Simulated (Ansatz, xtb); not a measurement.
# Two isomers of CH6BClGe

Structure X: `B[CH2][GeH2][Cl]`, a singlet. Structure Y: `C[B](Cl)[GeH3]`, a singlet. Both are isolated molecules in the gas phase, relaxed with B3LYP/6-31G*, each in the lowest conformer that the search found.

X (Å):

```yaml
atoms:
  - { symbol: C, position_ang: [-1.0222, -0.5363, 0.3625] }
  - { symbol: B, position_ang: [-0.3988, 0.5346, 1.2896] }
  - { symbol: Cl, position_ang: [-0.4797, -3.2247, -1.5721] }
  - { symbol: Ge, position_ang: [0.4465, -1.7200, -0.2686] }
  - { symbol: H, position_ang: [-0.2746, 0.3293, 2.4626] }
  - { symbol: H, position_ang: [-1.4587, -0.1498, -0.5646] }
  - { symbol: H, position_ang: [0.0250, 1.5601, 0.8398] }
  - { symbol: H, position_ang: [-1.7177, -1.2257, 0.8529] }
  - { symbol: H, position_ang: [1.4814, -0.9816, -1.1431] }
  - { symbol: H, position_ang: [1.1195, -2.5077, 0.8750] }
```

Y (Å):

```xyz
10

C    -1.1098   -0.8186   -0.5385
B     0.2785   -0.7152    0.1712
Cl    1.7235   -1.3785   -0.6162
Ge    0.5594    0.1861    2.0318
H    -1.8593   -1.2457    0.1431
H    -1.1078   -1.3920   -1.4709
H    -1.4735    0.1977   -0.7574
H     1.0413   -0.8584    3.0697
H    -0.7383    0.8284    2.5840
H     1.6431    1.2894    1.9610
```

**Question.** Estimate E(Y) − E(X) at the level CCSD(T)/def2-SVP + ΔMP2/def2-TZVPP.

**Answer.** Calculated at CCSD(T)/def2-SVP + ΔMP2/def2-TZVPP: E(Y) − E(X) = −4.1 kcal/mol, so structure Y lies lower.

How the difference moves with the method:

| level | geometry | E(Y) − E(X) (kcal/mol) | departure from the last row (kcal/mol) | job, with rough time for the two |
| --- | --- | --- | --- | --- |
| GFN2-xTB | GFN2-xTB | +10.4 | +14.5 | optimisation, 0.34 s |
| HF/STO-3G | GFN2-xTB | +5.9 | +9.9 | single point, 0.98 s |
| r2SCAN-D4/def2-SVP | GFN2-xTB | −7.2 | −3.1 | single point, 8.4 s |
| B3LYP/6-31G* | B3LYP/6-31G* | −5.0 | −0.9 | optimisation, 5.4 min |
| HF/def2-SVP | B3LYP/6-31G* | −2.6 | +1.5 | part of the CCSD(T) run |
| MP2/def2-SVP | B3LYP/6-31G* | −7.5 | −3.4 | part of the CCSD(T) run |
| CCSD(T)/def2-SVP | B3LYP/6-31G* | −8.7 | −4.6 | single point |
| CCSD(T)/def2-SVP + ΔMP2/def2-TZVPP | B3LYP/6-31G* | −4.1 |  | single point, 63 s |

As drawn, Y has 1 B–Cl, 1 B–Ge, 1 C–H, 1 Ge–H in place of 1 C–Ge, 1 Cl–Ge, 2 B–H.

GFN2-xTB, HF/STO-3G put the two in the other order. The largest departure from CCSD(T)/def2-SVP + ΔMP2/def2-TZVPP is that of GFN2-xTB, 14.5 kcal/mol. The last row adds to CCSD(T) the change of the MP2 difference between the two basis sets, here +4.6 kcal/mol, a large step that makes the value less sure.

With harmonic frequencies from B3LYP/6-31G* (ideal gas, rigid rotor, one conformer each, 298.15 K, 1 atm): on the last row, ΔE + ΔZPE = −4.5 kcal/mol. A mode under 50 cm⁻¹ makes harmonic enthalpies and free energies unreliable, so none is given.

The correlated steps freeze 16 core orbitals; the filled d shell of Ge is correlated, in a basis made for valence electrons. Run with Ansatz 0.2.0, xtb 6.7.1; the last row on 1 thread of Arm Neoverse V1 on a shared host.
